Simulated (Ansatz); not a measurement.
Geometry optimisation, UKS B3LYP-D4/def2-SVP in Ansatz.

Input:

```yaml
crystal:
  periodic: [false, false, false]
  atoms:
    - { symbol: Si, position_ang: [-1.008454, -0.017034, -0.907565] }
    - { symbol: H, position_ang: [1.222777, -1.338921, -0.062507] }
    - { symbol: H, position_ang: [-0.784285, -1.453784, -1.224189] }
    - { symbol: H, position_ang: [-2.32705, 0.377667, -1.497073] }
    - { symbol: C, position_ang: [0.348111, 1.073671, -1.583871] }
    - { symbol: H, position_ang: [0.553854, 0.038835, 2.299199] }
    - { symbol: O, position_ang: [-1.134025, 0.226242, 0.803985] }
    - { symbol: H, position_ang: [1.378183, -1.20956, 0.611308] }
    - { symbol: O, position_ang: [1.201057, -0.511864, 2.766737] }
    - { symbol: H, position_ang: [1.323985, 0.842247, -1.13226] }
    - { symbol: H, position_ang: [0.120186, 2.133703, -1.38825] }
    - { symbol: H, position_ang: [0.431447, 0.937811, -2.675318] }
    - { symbol: H, position_ang: [-2.04648, 0.246462, 1.123169] }
    - { symbol: H, position_ang: [0.720794, -1.345676, 2.866736] }
magnetization:
  spin_polarized: true
basis:
  gaussian: { orbitals: def2-SVP }
hamiltonian:
  xc: b3lyp
  dispersion: d4
relax:
  f_tol: 0.03
  max_steps: 50
```

Launched with:

```bash
$ ansatz run input.yaml --threads 4 --pin off --max-ram 5120MiB --backend cpu --events-out ev --progress --plain --runs-dir out
```

Q: Where does it end, and by what steps?

A: The forces met the threshold. The force dipped under the threshold on the way, but the program's further checks kept it going. After 16 steps the energy has fallen by 0.290 eV; H2 moved furthest, 1.40 Å.

```tsv
step	energy less start (eV)	largest force component (eV/Å)	accepted
0	0.0000	2.313	yes
1	-0.1362	0.571	yes
2	-0.1984	0.438	yes
3	-0.2156	0.626	yes
4	-0.2353	0.253	yes
5	-0.2380	0.332	yes
6	-0.2512	0.277	yes
7	-0.2588	0.066	yes
8	-0.2636	0.146	yes
9	-0.2660	0.496	yes
10	-0.2776	0.541	yes
11	-0.2840	0.325	yes
12	-0.2696	0.294	no
13	-0.2877	0.067	yes
14	-0.2888	0.021	yes
15	-0.2895	0.081	yes
16	-0.2902	0.022	yes
```

```xyz
14
Properties=species:S:1:pos:R:3
Si -1.184 0.098 -0.732
H 2.289 -2.240 -0.120
H -0.953 -1.374 -0.838
H -2.365 0.436 -1.589
C 0.331 1.075 -1.202
H 0.075 0.217 1.770
O -1.547 0.516 0.871
H 2.014 -1.685 0.325
O 0.979 -0.127 1.890
H 1.123 0.885 -0.462
H 0.112 2.155 -1.221
H 0.697 0.774 -2.198
H -2.414 0.262 1.208
H 0.843 -0.992 2.300
```

The run took 60 s on 4 threads of Arm Neoverse N1 (shared host), peak memory 0.32 GiB.
